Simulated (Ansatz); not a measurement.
C₄H₉NaO, charge -1, doublet, at the geometry of the source list (a state made from the parent by changing its charge; the spin is typed, not shown lowest) (a gas-phase anion, which may not be bound at this level). Base run: B3LYP/STO-3G run with Ansatz (an electronic-structure program).

The Ansatz input:
Ansatz 0.2 input:
```yaml
crystal:
  periodic: [false, false, false]
  atoms:
    - {symbol: Na, position_ang: [1.75540000, 2.12710000, 1.42110000]}
    - {symbol: O, position_ang: [0.33980000, 0.98330000, 1.23090000]}
    - {symbol: C, position_ang: [-0.00320000, 0.13190000, 0.22460000]}
    - {symbol: C, position_ang: [1.09250000, -0.92960000, -0.01160000]}
    - {symbol: C, position_ang: [-1.31440000, -0.60360000, 0.59010000]}
    - {symbol: C, position_ang: [-0.23230000, 0.89090000, -1.10010000]}
    - {symbol: H, position_ang: [0.79550000, -1.64270000, -0.77630000]}
    - {symbol: H, position_ang: [1.27870000, -1.46100000, 0.91880000]}
    - {symbol: H, position_ang: [2.01770000, -0.43470000, -0.32360000]}
    - {symbol: H, position_ang: [-1.16720000, -1.15260000, 1.51560000]}
    - {symbol: H, position_ang: [-1.61260000, -1.29120000, -0.19690000]}
    - {symbol: H, position_ang: [-2.09990000, 0.12920000, 0.74920000]}
    - {symbol: H, position_ang: [0.69920000, 1.37720000, -1.40690000]}
    - {symbol: H, position_ang: [-0.98950000, 1.65590000, -0.94480000]}
    - {symbol: H, position_ang: [-0.55990000, 0.22000000, -1.89000000]}
basis:
  gaussian:
    orbitals: STO-3G
hamiltonian:
  xc: b3lyp
total_charge: -1
magnetization: {spin_polarized: true, initial_magnetization: 1}
```

The base run was repeated with changes; each row names its change, and settings that it needs were set with it.

| change | E (Eh) | <S^2> |
|---|---|---|
| base | -390.01640 | 0.750 |
| functional = wB97X-V | -389.93995 | 0.750 |
| functional = revpbe | -389.91094 | 0.750 |
| functional = b3lyp5 | -389.81991 | 0.750 |
| functional = BHLYP | -389.88390 | 0.750 |
| functional = wB97X | -389.97297 | 0.750 |
| functional = hf | -388.14346 | 0.751 |
| functional = b3lyp; dispersion = d3bj | -390.03776 | 0.750 |
| functional = SVWN5 | -387.10633 | 0.750 |
| functional = pbe0 | -389.67187 | 0.750 |
| functional = b3lyp; dispersion = d4 | -390.03921 | 0.750 |
| functional = cam_b3lyp | -389.85354 | 0.750 |
| functional = wB97M-V | -389.98774 | 0.750 |

Total energies compare only within one method and basis.

A gas-phase anion may not be bound at this level; its values then depend on the basis.
